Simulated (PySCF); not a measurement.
C3H8O2Si, SMILES C/C=C/O[SiH2]O. Heavy atoms are numbered as in [CH3:1]/[CH:2]=[CH:3]/[O:4][SiH2:5][OH:6]. Hydrogens are named by the atom that carries them.

Geometry optimised at B3LYP-D3(BJ)/def2-SVP. The structure was generated by enumeration; whether it is a known compound was not checked. Other conformers were not sampled.

These are PySCF with HF/pcSseg-1 values and carry that method's errors.

GIAO shieldings, no solvent; atoms alike by connectivity are averaged. δ = σ(ref) − σ: ¹³C against TMS (σ = 192.6 ppm); ¹⁷O against H2O (σ = 333.0 ppm); ²⁹Si against TMS (σ = 393.8 ppm); ¹H against TMS (σ = 31.99 ppm), references at their B3LYP-D3(BJ)/def2-TZVP geometries, non-relativistic.

| atoms | nucleus | count | δ (ppm) |
|---|---|---|---|
| C3 (CH) | ¹³C | 1 | 150.1 |
| C2 (CH) | ¹³C | 1 | … |
| C1 (CH3) | ¹³C | 1 | … |
| O4 | ¹⁷O | 1 | 96.1 |
| O6 (OH) | ¹⁷O | 1 | 37.9 |
| Si5 (SiH2) | ²⁹Si | 1 | -34.9 |
| H on C3 | ¹H | 1 | … |
| H on C2 | ¹H | 1 | 5.78 |
| H on Si5 | ¹H | 2 | … |
| H on O6 | ¹H | 1 | 2.45 |
| H on C1 | ¹H | 3 | … |

Q: Some entries are withheld; supply them. (The exact figures need the calculation; the answer reports its results.)

A: 
- H on C1, δ (ppm): 2.00
- C1 (CH3), δ (ppm): 15.8
- H on Si5, δ (ppm): 4.38
- H on C3, δ (ppm): 6.69
- C2 (CH), δ (ppm): 116.2
